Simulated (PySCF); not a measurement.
ClCu, charge +1, doublet, geometry from GFN2-xTB (such geometries of metal compounds can be far from the true shape) (the multiplicity is a formal guess); SVWN5/aug-cc-pVDZ (PySCF).

Input for PySCF:
```python
from pyscf import gto, scf, dft

mol = gto.M(
    atom='''
Cu   -0.00000000   -0.00000000   -0.80004762
Cl    0.00000000    0.00000000    1.36478711
''',
    basis='aug-cc-pvdz',
    charge=1,
    spin=1,
    verbose=4,
)

mf = dft.UKS(mol)
mf.xc = 'lda,vwn'
mf.kernel()
```

Output, abridged:

```
PySCF version 2.14.0

[INPUT] verbose = 4
[INPUT] num. atoms = 2
[INPUT] num. electrons = 45
[INPUT] charge = 1
[INPUT] spin (= nelec alpha-beta = 2S) = 1
[INPUT] symmetry False subgroup None
[INPUT] Mole.unit = angstrom
[INPUT] Symbol           X                Y                Z      unit          X                Y                Z       unit  Magmom
[...]
nuclear repulsion = 120.510060822777
number of shells = 19
number of NR pGTOs = 188
number of NR cGTOs = 86
basis = aug-cc-pvdz
ecp = {}

******** <class 'pyscf.dft.uks.UKS'> ********
method = UKS
initial guess = minao
damping factor = 0
level_shift factor = 0
DIIS = <class 'pyscf.scf.diis.CDIIS'>
diis_start_cycle = 1
diis_space = 8
diis_damp = 0
SCF conv_tol = 1e-09
SCF conv_tol_grad = None
SCF max_cycles = 50
direct_scf = True
direct_scf_tol = 1e-13
number electrons alpha = 23  beta = 22
XC library pyscf.dft.libxc version 7.1.2
    S. Lehtola, C. Steigemann, M. J. T. Oliveira, and M. A. L. Marques,  SoftwareX 7, 1–5 (2018)
XC functionals = lda,vwn
    P. A. M. Dirac,  Math. Proc. Cambridge Philos. Soc. 26, 376 (1930)
    F. Bloch,  Z. Phys. 57, 545 (1929)
    S. H. Vosko, L. Wilk, and M. Nusair,  Can. J. Phys. 58, 1200 (1980)
radial grids:
    Treutler-Ahlrichs [JCP 102, 346 (1995); DOI:10.1063/1.469408] (M4) radial grids

becke partition: Becke, JCP 88, 2547 (1988); DOI:10.1063/1.454033
pruning grids: <function nwchem_prune>
grids dens level: 3
symmetrized grids: False
atomic radii adjust function: <function treutler_atomic_radii_adjust>
small_rho_cutoff = 0
Set gradient conv threshold to 3.16228e-05
tot grids = 39520
init E= -2096.17441784168

cycle= 1 E= -2087.58641764175  delta_E= 8.59  |g|= 5.79  |ddm|= 2.41
cycle= 2 E= -2065.91359472043  delta_E= 21.7  |g|= 8.12  |ddm|=   38
cycle= 3 E= -2095.11503187501  delta_E= -29.2  |g|= 1.22  |ddm|= 37.9

cycle= 4 E= -2088.79076982316  delta_E= 6.32  |g|=  2.7  |ddm|= 2.89

cycle= 5 E= -2095.95463740715  delta_E= -7.16  |g|= 0.98  |ddm|=  2.1
cycle= 6 E= -2095.91503264268  delta_E= 0.0396  |g|= 0.855  |ddm|= 0.955
cycle= 7 E= -2096.01441580539  delta_E= -0.0994  |g|= 0.69  |ddm|= 0.86
cycle= 8 E= -2096.16796831465  delta_E= -0.154  |g|= 0.245  |ddm|= 0.955
cycle= 9 E= -2096.12726274762  delta_E= 0.0407  |g|= 0.425  |ddm|= 1.11

cycle= 10 E= -2096.18615615865  delta_E= -0.0589  |g|= 0.0883  |ddm|= 1.15
cycle= 11 E= -2096.18539554503  delta_E= 0.000761  |g|= 0.106  |ddm|= 1.06

cycle= 12 E= -2096.18836100217  delta_E= -0.00297  |g|= 0.0454  |ddm|= 0.071

[...]

cycle= 21 E= -2096.18842481439  delta_E= -3.09e-06  |g|= 0.0437  |ddm|= 0.00741

cycle= 22 E= -2096.18844826532  delta_E= -2.35e-05  |g|= 0.043  |ddm|= 0.0257

cycle= 23 E= -2096.18843265451  delta_E= 1.56e-05  |g|= 0.0435  |ddm|= 1.06

cycle= 24 E= -2096.1883238206  delta_E= 0.000109  |g|= 0.0465  |ddm|= 0.00357
cycle= 25 E= -2096.1881846128  delta_E= 0.000139  |g|= 0.05  |ddm|= 1.07

cycle= 26 E= -2096.1883129742  delta_E= -0.000128  |g|= 0.0468  |ddm|= 1.07
cycle= 27 E= -2096.1876732904  delta_E= 0.00064  |g|= 0.0613  |ddm|= 1.07
cycle= 28 E= -2096.18753718206  delta_E= 0.000136  |g|= 0.064  |ddm|= 1.07
cycle= 29 E= -2096.18669532955  delta_E= 0.000842  |g|= 0.0785  |ddm|= 1.07
cycle= 30 E= -2096.1870269875  delta_E= -0.000332  |g|= 0.0731  |ddm|= 0.00407
cycle= 31 E= -2096.18533459156  delta_E= 0.00169  |g|= 0.0974  |ddm|= 0.0183
cycle= 32 E= -2096.18799737627  delta_E= -0.00266  |g|= 0.0544  |ddm|= 1.07

cycle= 33 E= -2096.18837245708  delta_E= -0.000375  |g|= 0.0452  |ddm|= 0.0122

cycle= 34 E= -2096.18261284493  delta_E= 0.00576  |g|= 0.127  |ddm|= 1.07

cycle= 35 E= -2096.18842979671  delta_E= -0.00582  |g|= 0.0436  |ddm|= 0.263

cycle= 36 E= -2096.18240093418  delta_E= 0.00603  |g|= 0.129  |ddm|= 0.266
cycle= 37 E= -2096.18717793469  delta_E= -0.00478  |g|= 0.0704  |ddm|= 1.07
cycle= 38 E= -2096.18731552689  delta_E= -0.000138  |g|= 0.0678  |ddm|= 1.07
cycle= 39 E= -2096.18733029931  delta_E= -1.48e-05  |g|= 0.0678  |ddm|= 0.00645
cycle= 40 E= -2096.18751755878  delta_E= -0.000187  |g|= 0.0643  |ddm|= 0.0041
cycle= 41 E= -2096.18744023176  delta_E= 7.73e-05  |g|= 0.0657  |ddm|= 1.07
cycle= 42 E= -2096.1874209282  delta_E= 1.93e-05  |g|= 0.0662  |ddm|= 0.00101
cycle= 43 E= -2096.18783828046  delta_E= -0.000417  |g|= 0.0579  |ddm|= 0.0102
cycle= 44 E= -2096.18792552496  delta_E= -8.72e-05  |g|= 0.056  |ddm|= 0.00366
cycle= 45 E= -2096.18742973779  delta_E= 0.000496  |g|= 0.0661  |ddm|= 1.07
cycle= 46 E= -2096.18739000048  delta_E= 3.97e-05  |g|= 0.0668  |ddm|= 0.000685
cycle= 47 E= -2096.18681400261  delta_E= 0.000576  |g|= 0.0767  |ddm|= 0.00765
cycle= 48 E= -2096.18729972257  delta_E= -0.000486  |g|= 0.0684  |ddm|= 0.00631
cycle= 49 E= -2096.18778712717  delta_E= -0.000487  |g|= 0.059  |ddm|= 0.00706

cycle= 50 E= -2096.18824500181  delta_E= -0.000458  |g|= 0.0485  |ddm|= 1.07
SCF not converged.
SCF energy = -2096.18824500181 after 50 cycles  <S^2> = 0.75147956  2S+1 = 2.001479
```

The run did not converge; its last values are not results.
